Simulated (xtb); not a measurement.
C6H11O (SMILES [CH2]CCCC(C)=O), doublet, at a GFN2-xTB geometry, atoms displaced at random by about 0.1 Å a coordinate; GFN1-xTB (xtb).

Input for xtb:
```
$ xtb mol.xyz --gfn 1 --uhf 1 --opt vtight --json

# file mol.xyz
18

C      2.74878365     0.63354231     0.44986688
C      2.34894651    -0.38000532    -0.68952072
C      0.77798251    -0.71905439    -0.41620764
C     -0.12579814     0.43916418    -0.41910569
C     -1.31100595    -0.25139734     0.31881324
C     -2.59046756     0.90635500    -0.01034285
O     -1.84180591    -1.19661643     0.75896036
H      2.57131402     0.12878843     1.46385880
H      3.61427848     1.47234729     0.53383777
H      3.03447587    -1.14479421    -0.71676250
H      2.27098766     0.41930122    -1.66543406
H      1.03576927    -1.27158949     0.65606023
H      0.48903832    -1.29586946    -0.83345458
H      0.29548169     1.08647290     0.46031267
H     -0.20789070     1.09426815    -1.21060758
H     -2.24473361     1.97279355     0.50070482
H     -3.50543947     0.87569214     0.62550135
H     -2.82223619     1.13501565    -1.16489455
```

Question: Write the output that xtb gives for this input, abridged.

Answer: 
```
   ID    Z sym.   atoms
    1    6 C      1-6
    2    8 O      7
    3    1 H      8-18

           -------------------------------------------------
          |                Calculation Setup                |
           -------------------------------------------------

           -------------------------------------------------
          |                 G F N 1 - x T B                 |
           -------------------------------------------------

          ...................................................
          :                      SETUP                      :
          :.................................................:
          :  # basis functions                  50          :
          :  # atomic orbitals                  50          :
          :  # shells                           36          :
          :  # electrons                        41          :
          :  # halogen bonds                     0          :
          :  max. iterations                   250          :
          :  Hamiltonian                  GFN1-xTB          :
          :  restarted?                      false          :
          :  GBSA solvation                  false          :
          :  PC potential                    false          :
          :  electronic temp.          300.0000000     K    :
          :  accuracy                    1.0000000          :
          :  -> integral cutoff          0.2500000E+02      :
          :  -> integral neglect         0.1000000E-07      :
          :  -> SCF convergence          0.1000000E-05 Eh   :
          :  -> wf. convergence          0.2000000E-04 e    :
          :  Broyden damping             0.4000000          :
          :  net charge                          0          :
          :  unpaired electrons                  1          :
          ...................................................

 iter      E             dE          RMSdq      gap      omega  full diag
   1    -23.1925366 -0.231925E+02  0.788E+00    3.80       0.0  T
   2    -23.3050709 -0.112534E+00  0.479E+00    1.93       1.0  T
   3    -23.2961628  0.890809E-02  0.178E+00    2.55       1.0  T
   4    -23.3159157 -0.197529E-01  0.177E-01    2.05       1.0  T
   5    -23.3162014 -0.285680E-03  0.284E-02    2.10       1.0  T
   6    -23.3162100 -0.859472E-05  0.485E-03    2.09       4.9  T
   7    -23.3162102 -0.217743E-06  0.227E-03    2.10      10.4  T
   8    -23.3162102 -0.374536E-07  0.507E-04    2.10      46.5  T
[...]
 * total energy  :   -23.2373582 Eh     change       -0.2950065E-05 Eh
 * total energy  :   -23.2373617 Eh     change       -0.3452030E-05 Eh
 * total energy  :   -23.2373645 Eh     change       -0.2779243E-05 Eh
 * total energy  :   -23.2373674 Eh     change       -0.2898944E-05 Eh
 * total energy  :   -23.2373686 Eh     change       -0.1264795E-05 Eh
 * total energy  :   -23.2373696 Eh     change       -0.9964144E-06 Eh
 * total energy  :   -23.2373700 Eh     change       -0.4107267E-06 Eh
 * total energy  :   -23.2373702 Eh     change       -0.1836152E-06 Eh
 * total energy  :   -23.2373703 Eh     change       -0.1026475E-06 Eh
 * total energy  :   -23.2373704 Eh     change       -0.1029203E-06 Eh
 * total energy  :   -23.2373705 Eh     change       -0.1232420E-06 Eh
 * total energy  :   -23.2373706 Eh     change       -0.9066160E-07 Eh
   *** GEOMETRY OPTIMIZATION CONVERGED AFTER 38 ITERATIONS ***
         :: total energy             -23.237370625728 Eh    ::
[...]
    12H     0.04402  0.10284   0.956  0.000  0.000
    13H     0.03666  0.09334   0.963  0.000  0.000
    14H     0.04861  0.10624   0.951  0.000  0.000
    15H     0.04051  0.09702   0.959  0.000  0.000
    16H     0.04651  0.09950   0.953  0.000  0.000
    17H     0.06399  0.11908   0.936  0.000  0.000
    18H     0.05808  0.11123   0.942  0.000  0.000

Wiberg/Mayer (AO) data.
largest (>0.10) Wiberg bond orders for each atom

 ---------------------------------------------------------------------------
     #   Z sym  total        # sym  WBO       # sym  WBO       # sym  WBO
 ---------------------------------------------------------------------------
     1   6 C    3.206 --     2 C    1.100     9 H    0.988     8 H    0.987
     2   6 C    3.998 --     1 C    1.100    11 H    0.979     3 C    0.959
                            10 H    0.946
     3   6 C    3.991 --     4 C    1.005    13 H    0.978    12 H    0.978
                             2 C    0.959
     4   6 C    3.996 --     3 C    1.005     5 C    0.982    15 H    0.964
                            14 H    0.950
     5   6 C    3.846 --     7 O    1.813     6 C    0.993     4 C    0.982
     6   6 C    3.994 --     5 C    0.993    17 H    0.980    16 H    0.976
                            18 H    0.961
     7   8 O    2.014 --     5 C    1.813
     8   1 H    1.002 --     1 C    0.987
     9   1 H    1.005 --     1 C    0.988
    10   1 H    1.010 --     2 C    0.946
    11   1 H    1.007 --     2 C    0.979
    12   1 H    1.009 --     3 C    0.978
    13   1 H    1.006 --     3 C    0.978
    14   1 H    1.013 --     4 C    0.950
    15   1 H    1.003 --     4 C    0.964
    16   1 H    1.002 --     6 C    0.976
    17   1 H    1.003 --     6 C    0.980
    18   1 H    1.002 --     6 C    0.961
 ---------------------------------------------------------------------------

Topologies differ in total number of bonds
Writing topology from bond orders to xtbtopo.mol

 dipole moment from electron density (au)
     X       Y       Z
   0.2762   1.2967  -0.5726  total (Debye):    3.671

optimized geometry written to: xtbopt.xyz

           -------------------------------------------------
          | TOTAL ENERGY              -23.237370625728 Eh   |
          | GRADIENT NORM               0.000086644591 Eh/α |
          | HOMO-LUMO GAP               2.018123583564 eV   |
           -------------------------------------------------

normal termination of xtb
```
